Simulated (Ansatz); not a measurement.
Geometry optimisation, Ansatz, RKS PBE0-D4/def2-SVP.

Input:

```yaml
crystal:
  periodic: [false, false, false]
  atoms:
    - { symbol: C, position_ang: [-0.3241, 1.4983, -0.9009] }
    - { symbol: Al, position_ang: [0.4566, -0.1493, -0.2695] }
    - { symbol: C, position_ang: [0.2952, -1.458, 1.1362] }
    - { symbol: S, position_ang: [0.666, -2.4466, -0.3436] }
    - { symbol: H, position_ang: [-0.9742, 1.3274, -1.8374] }
    - { symbol: H, position_ang: [-1.028, 1.9729, -0.1203] }
    - { symbol: H, position_ang: [0.449, 2.2796, -1.1534] }
    - { symbol: H, position_ang: [1.19796, -3.71873, -0.39922] }
    - { symbol: H, position_ang: [-0.6783, -1.5821, 1.6289] }
basis:
  gaussian: { orbitals: def2-SVP }
hamiltonian:
  xc: pbe0
  dispersion: d4
relax:
  f_tol: 0.02
  max_steps: 50
output:
  orbitals: {}
```

Run as:

```bash
$ ansatz run input.yaml --threads 2 --pin off --max-ram 3072MiB --backend cpu --events-out ev --progress --plain --runs-dir out
```

Problem. Where does it end, and by what steps?

Solution. The forces met the threshold. The force dipped under the threshold on the way, but the program's further checks kept it going. After 15 steps the energy has fallen by 1.997 eV; H8 moved furthest, 1.17 Å.

| step | energy less start (eV) | largest force component (eV/Å) | accepted |
| --- | --- | --- | --- |
| 0 | 0.0000 | 2.471 | yes |
| 1 | -0.8450 | 1.203 | yes |
| 2 | -1.2660 | 1.245 | yes |
| 3 | -1.5236 | 0.900 | yes |
| 4 | -1.7575 | 0.848 | yes |
| 5 | -1.9171 | 0.367 | yes |
| 6 | -1.9741 | 0.223 | yes |
| 7 | -1.9654 | 0.491 | no |
| 8 | -1.9912 | 0.232 | yes |
| 9 | -1.9947 | 0.115 | yes |
| 10 | -1.9955 | 0.037 | yes |
| 11 | -1.9960 | 0.012 | yes |
| 12 | -1.9964 | 0.042 | yes |
| 13 | -1.9965 | 0.039 | yes |
| 14 | -1.9966 | 0.036 | yes |
| 15 | -1.9967 | 0.014 | yes |

```xyz
9
Properties=species:S:1:pos:R:3
C -0.281 1.460 -0.974
Al -0.196 -0.175 0.066
C -0.153 -1.615 1.109
S 0.243 -2.474 -0.441
H -0.961 1.341 -1.832
H -0.648 2.297 -0.359
H 0.714 1.731 -1.361
H 1.616 -2.624 -0.474
H -0.273 -2.217 2.009
```

Whether the end is a true minimum wasn't checked by a vibrational analysis.

Time of the run: 24 s on 2 threads of Intel(R) Xeon(R) Platinum 8488C (Sapphire Rapids) (shared host), peak memory 0.2 GiB.
